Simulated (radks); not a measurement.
The numbers below are computed, except where a source is named.
Fe II, configuration [Ar] 3d6 4s1. Level of theory: Dirac Kohn-Sham, PBE, spin-unpolarised, spherical densities, point nucleus; open shells are shared between the two j in proportion to 2j + 1 (a radial shooting solver on a logarithmic mesh with Libxc functionals).

Spin-orbit splittings of the eigenvalues, e(l+1/2) - e(l-1/2), with zeta = 2 splitting/(2l+1) and mean radii in bohr:

shell,occ.,splitting (eV),zeta (eV),<r> j=l-1/2,<r> j=l+1/2
2p,6,12.48,8.322,0.2334,0.2365
3p,6,1.539,1.026,0.8518,0.8612
3d,6,0.1543,0.06174,1.108,1.114
